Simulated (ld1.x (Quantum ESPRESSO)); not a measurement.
**Pseudopotential generation for technetium: TM, PBE, scalar-relativistic.**

Tc (Z = 43), norm-conserving Troullier–Martins (Kleinman–Bylander form), made with ld1.x (Quantum ESPRESSO) 7.5 (PBE, scalar-relativistic). Core [Kr], reference 4d5 5s2 5p0. Waves: 5p (bound, empty): rc 3.00 bohr; 4d (bound): rc 1.50 bohr; 5s (bound): rc 2.35 bohr. Local part: the s channel. Core correction: none.

All-electron outer shells of the reference configuration (PBE, scalar-relativistic, ld1.x):

```csv
shell,level (eV),outermost node (bohr),outermost maximum (bohr)
4s,-73.38,0.50,0.95
4p,-45.34,0.51,1.03
4d,-6.66,0.50,1.27
5s,-5.04,1.28,2.72
5p,-1.40,1.45,3.67
```

Results:

```
Cutoffs needed           : 50 Ry and 60 Ry (the cutoffs (Ry, on a coarse ladder) from which the occupation-weighted sum of valence levels, in a spherical-Bessel basis at the reference potential, stays within 10 and 1 mRy of its value at 400 Ry)
Ghost test               : no extra level below or beside the all-electron valence levels (p, d, s, f tested) (spherical-Bessel basis up to 400 Ry, 20 bohr box)
Largest excitation error : -252 meV (all-electron minus pseudo) for 4d3 5s0 5p0, out of 7 test configurations
```

Generation and tests took about 1.7 s on one core of a shared server CPU.
